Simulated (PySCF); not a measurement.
Ligand exchange on a metal centre used in film growth or etching (Sc Cl-F). All species are isolated molecules in the gas phase.

Computed with PBE-D3(BJ)/def2-TZVP // PBE-D3(BJ)/def2-SVP in PySCF. 

| species | HOMO–LUMO gap (eV) | charge on the central atom (meta-Löwdin) (e) |
|---|---|---|
| 0 of 3 Cl replaced by F ([Sc(Cl)3]) | 3.69 | ? |
| 1 of 3 Cl replaced by F ([Sc(Cl)2(F)]) | 3.88 | 1.26 |
| 2 of 3 Cl replaced by F | 4.05 | ? |
| 3 of 3 Cl replaced by F ([Sc(F)3]) | 5.70 | 1.44 |

Problem. What belongs in the gaps?

Solution. 
- 0 of 3 Cl replaced by F ([Sc(Cl)3]), charge on the central atom (meta-Löwdin) (e): 1.15
- 2 of 3 Cl replaced by F, charge on the central atom (meta-Löwdin) (e): 1.36
